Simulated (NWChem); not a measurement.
Species: AlNH$_{3}$Br; SMILES [NH2][AlH][Br]

```xyz
6

Al    -0.5774     1.0850     0.0000
H     -2.1237     1.3848     0.0000
Br     0.1884    -1.0435     0.0000
N      0.6148     2.3837     0.0000
H      1.6208     2.2556     0.0000
H      0.3864     3.3720     0.0000
```
Atoms are numbered in this order, from 1.

Results from NWChem. Structure relaxed at the PBE0/def2-SVP level. Level: PBE0/def2-SVPD; rows give the wavelength of the field.

For field static:

| Quantity | Result |
|---|---|
| isotropic polarisability (bohr³) | 57.4 |

Q: How do the values read with field 589 nm instead?

A: 
| Item | Value |
|---|---|
| isotropic polarisability (bohr³) | 59.7 |
